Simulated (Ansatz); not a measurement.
A made-up structure of BGeH3S, singlet:

B1  (-0.675, -0.990, -0.163)
S2  (0.171, 0.822, -0.025)
Ge3  (0.898, -1.304, 0.518)
H4  (-1.621, -1.630, -0.476)
H5  (0.989, 1.349, -0.975)
H6  (0.140, 1.588, 1.098)
(Å)

It is relaxed with PBE-D4/def2-SVP and then PBE0-D4/def2-TZVP (Ansatz 0.2.0). Atoms count as bonded within 1.22 times the sum of their covalent radii (H–H: 0.88 Å). The end point is not checked to be a true minimum.

Task: Does its bonding change? (A judgement: the text doesn't fix the answer.)

Result: By the calculation: No: no bond forms or breaks.

Where it ends: The first stage lowers the energy by 1.65 eV in 10 steps. It ends as BGeH₃S ([BH]1[SH2][Ge]1):
| atom | x (Å) | y (Å) | z (Å) |
| --- | --- | --- | --- |
| B1 | -0.5057 | -0.9849 | -0.0935 |
| S2 | 0.4282 | 0.5813 | 0.1083 |
| Ge3 | 1.1389 | -1.6986 | 0.6622 |
| H4 | -1.6060 | -1.0389 | -0.5377 |
| H5 | 0.5944 | 1.3837 | -0.9894 |
| H6 | -0.1497 | 1.5933 | 0.8281 |

Labels in which every atom is bracketed show which atoms are joined, not bond orders.

For scale, one of the runs: PBE0-D4/def2-TZVP relaxation, 134 basis functions, launched by `ansatz run in.yaml --threads 2 --pin off --events-out ev --progress --plain --max-ram 4352MiB`. Hardware: 2 CPU threads of an Arm Neoverse V1, shared host. Wall time about 25 s.
